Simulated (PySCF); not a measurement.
Molecule: diphenyl sulfide, C₁₂H₁₀S, SMILES c1ccc(Sc2ccccc2)cc1, singlet. Atoms near the plane z = 0.0 Å, at the GFN2-xTB optimised geometry (x, y, z in Å): C1 (0.7, 3.7, 0.0), C2 (1.4, 2.5, 0.0), C3 (0.7, 1.3, 0.0), C4 (-0.7, 1.2, 0.0), S5 (-1.6, -0.3, -0.1), C6 (-0.6, -1.3, 1.0), C7 (-0.5, -2.7, 0.6), C12 (-1.4, 2.4, 0.0), C13 (-0.7, 3.6, 0.0), H14 (1.2, 4.6, 0.0), H15 (2.5, 2.5, 0.0), H16 (1.2, 0.3, 0.0), H17 (-1.0, -3.0, -0.3), H22 (-2.5, 2.4, 0.0), H23 (-1.2, 4.6, 0.0).

Calculation: CAM-B3LYP/def2-SVP (PySCF). Cells within 0.4 Å of a nucleus heavier than hydrogen are left out (blank, or x). The values are rescaled to run from 0 to 1.

```
|111111112222222222211111111|
|111111122222222222221111111|
|111111122233222332222111111|
|111111222367434763222211111|
|111111222599959995222211111|
|111111222599999994222221111|
|111112223499x9x994322221111|
|111112236999999999642222111|
|1111123799xx999xx9973222111|
|1111112799x99999x9973222111|
|111111236999x99998532221111|
|111111113899x9x994322221111|
|111110005999999995222211111|
|1111000099x9978995221111111|
|1111000099x9953553211111111|
|111100005999952121111111111|
|111110012799951011111111111|
|111111111369992001111111111|
|111111111299993000111111111|
|111111111299992001111111111|
|111111111247642111111111111|
|111111111123332111111111111|
|111111111122232211111111111|
|111111111122222221111111111|
|111111111112222221111111111|
|111111111112222221111111111|
|111111111111222211111111111|
```
Scale: ten equal steps from 0.000 (start of '0') to 1.00 (end of '9'), in the order '0123456789'; x runs from -7.00 to 7.00, y from -7.00 (bottom) to 7.00 (top).

**Question.** Which quantity is mapped?
A) an orbital amplitude
B) log10 of the electron density
C) electrostatic potential
D) deformation density (molecule minus spherical neutral atoms)

**Answer.** C, electrostatic potential. In full: electrostatic potential (hartree/e), clipped to [-0.08, 0.12].
